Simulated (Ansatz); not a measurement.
Job for Ansatz (a first-principles code): R-wB97X-V/def2-TZVPP on CH7GeN (SMILES [CH3][GeH2][NH2]), a point of a torsion scan.

Ansatz 0.2 input:
```yaml
crystal:
  periodic: [false, false, false]
  atoms:
    - {symbol: C, position_ang: [1.30962070, 0.56692546, 0.01873632]}
    - {symbol: Ge, position_ang: [-0.14723868, -0.77643565, -0.11088068]}
    - {symbol: N, position_ang: [0.32802522, -2.46841045, 0.34848058]}
    - {symbol: H, position_ang: [2.28184942, 0.07985964, 0.00731988]}
    - {symbol: H, position_ang: [1.27228204, 1.27249723, -0.80455445]}
    - {symbol: H, position_ang: [1.23420033, 1.12853284, 0.94637508]}
    - {symbol: H, position_ang: [-0.64580292, -0.90488319, -1.52141360]}
    - {symbol: H, position_ang: [-1.30066581, -0.44104933, 0.78821974]}
    - {symbol: H, position_ang: [0.57253557, -2.61710991, 1.31769857]}
    - {symbol: H, position_ang: [1.04807930, -2.89263554, -0.22022953]}
basis:
  gaussian:
    orbitals: def2-TZVPP
hamiltonian:
  xc: {name: wB97X-V}
scf: {lower_state_search: off}
```

Output:

```
WARN ansatz: RAYON_NUM_THREADS=1 ignored (pool sized by the plan → 1); use --threads N
Functional definition: wB97X-V
these checks for a lower state are left out or cut short: stability, starts, cluster_reference, orbital_swaps, neighbouring_geometries, increment
integrals: 0.16 GiB planned
1137 factors; their error is unknown
integrals: 0.19 GiB planned
277 factors; integrals over basis functions are off by at most 8.9e-6 eV
mean field: 1.33 GiB planned
mean field evaluation 1: about -59148.7829 eV, gradient 5.7e1 eV
mean field evaluation 2: about -59149.8985 eV, gradient 5.3e1 eV
mean field evaluation 4: about -59154.7459 eV, gradient 1.7e0 eV
mean field evaluation 8: about -59154.7604 eV, gradient 7.5e-2 eV
mean field evaluation 16: about -59154.9316 eV, gradient 2.7e-5 eV
mean field -59154.93163403 eV, -2173.9036408977 hartree, gradient 7.0e-6 eV, S^2 0.000000; 0 other end points of the search recorded, 0 dependent functions left out
reference -59154.93163209 eV, -2173.9036408265 hartree; 26, 26 occupied and 182, 182 virtual orbitals, 1137 factors
Total energy: -59154.93163209 eV, -2173.9036408265 hartree
Checks for a lower state left out: stability, starts, cluster_reference, orbital_swaps, neighbouring_geometries, increment
```

Self-consistency was reached.

Cost: roughly 7 core-seconds.
